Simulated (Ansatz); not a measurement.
Cartesian coordinates in Å:
```
C -0.955 0.465 1.055
C -0.748 0.511 -0.274
C 0.583 0.664 -0.923
Al 0.927 -1.053 -0.082
F 1.850 -1.106 1.281
Cl 0.277 -2.868 -0.889
H -1.930 0.228 1.459
H -0.170 0.710 1.766
H -1.580 0.248 -0.924
H 1.204 1.435 -0.467
H 0.540 0.765 -2.002
```

Charge 0, multiplicity 1.

(1) List the CAM-B3LYP/def2-TZVPP orbital energies in eV (Ansatz). (Estimate.)

Answers

(1) The calculation gave: Occupied: -2764.02, -1527.37, -672.61, -280.19, -279.43, -278.82, -258.81, -197.82, -197.74, -197.73, -115.34, -76.06, -75.94, -75.88, -33.34, -24.89, -24.17, -21.25, -17.85, -15.72, -14.73, -14.28, -13.26, -13.17, -13.08, -12.70, -12.18, -11.29, -10.79, -10.59, -8.65. Lowest empty: -0.06, 1.18, 1.59, 2.20, 2.62, 2.93, 3.44, 3.86.
